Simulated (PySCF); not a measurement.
**Working out the ionisation energy of Ni**

Ni [Ar] 3d8 4s2 (3F) → Ni⁺ [Ar] 3d9 (2D). Calculation: PySCF 2.14, in aug-cc-pVDZ-DK (7s6p4d2f, 59 functions); scalar relativity by spin-free X2C-1e. Frozen: [Ar]. Energies in hartree (1 hartree = 27.21139 eV):

```csv
part,Ni (lower),Ni⁺ (upper)
UHF,-1519.096904,-1518.796299
MP2 opposite-spin,-0.182203,-0.204447
MP2 same-spin,-0.103173,-0.122475
```

Task: What does Hartree-Fock give?

Result: (-1518.796299) − (-1519.096904) = 0.300605 hartree = 8.180 eV.

Task: What do MP2 and SCS-MP2 (6/5 opposite-spin, 1/3 same-spin) give?

Result: The opposite-spin parts differ by -0.605 eV and the same-spin parts by -0.525 eV. MP2: 8.180 + (-0.605) + (-0.525) = 7.050 eV. SCS-MP2: 8.180 + 1.2 × (-0.605) + (-0.525)/3 = 7.279 eV.

Reference: 7.640 eV (measured; NIST Atomic Spectra Database, ionization energies), between the lowest levels; spin-orbit coupling is absent from the calculation.

A double-zeta basis recovers only part of the correlation energy.

What remains against the reference includes basis incompleteness, the frozen core and correlation beyond second order.
